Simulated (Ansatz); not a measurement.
`NC[NH][AlH2]` + H₂ → `C[NH][AlH2]` + NH₃ at 600 K and 1 bar (hydrogenolysis of a C–N bond).

Calculated with Ansatz (gas phase, PBE0-D4/def2-TZVP geometries, no zero-point term in ΔE). CBS: MP2 limit from def2 TZ/QZ plus the TZ coupled-cluster correction, frozen cores. This one scheme is used for every species. Each species was taken in one conformer, which may not be the lowest.

```tsv
species	CCSD(T)/CBS energy (Eh)	H − E (kJ/mol)	S (J/(mol·K))
`NC[NH][AlH2]`	-393.69438	282.9	407.3
H₂	-1.17544	43.9	150.8
`C[NH][AlH2]`	-338.38977	225.3	362.9
NH₃	-56.50880	112.4	219.5
```

H − E and S are ideal-gas, rigid-rotor, harmonic terms from PBE0-D4/def2-TZVP, for one conformer and one mirror image of each species. The MP2-based limit puts H₂ 0.8 mEh under its directly extrapolated value; such offsets cancel only in part. 1 Eh = 2625.50 kJ/mol, R = 8.31446 J/(mol·K).

**Question.** By hand: ΔE, ΔH, ΔS and ΔG.

**Answer.** ΔE = (-338.38977) + (-56.50880) − (-393.69438) − (-1.17544) = -0.02875 Eh = -75.5 kJ/mol. Δ(H − E) = 225.3 + 112.4 − 282.9 − 43.9 = 10.9, so ΔH = -64.6 kJ/mol. ΔS = 362.9 + 219.5 − 407.3 − 150.8 = 24.3 J/(mol·K). ΔG = -64.6 − 600 × (24.3)/1000 = -79.2 kJ/mol.

**Question.** By hand: the equilibrium constant, and the temperature at which ΔG would vanish if ΔH and ΔS stayed fixed.

**Answer.** log₁₀ K = −ΔG/(RT ln 10) = 6.9. ΔH and −TΔS have one sign here, so there is no such temperature.

ΔH outweighs TΔS. A doubt of 5 kJ/mol in ΔE shifts log₁₀ K by 0.4 here. Other conformers and mirror images would add mixing entropy, several J/(mol·K) or more a flexible species. These are equilibria of isolated gas molecules and say nothing of rates. Largest T1 diagnostic: 0.012 (customary marks: 0.02 for closed shells, 0.045 for open ones).
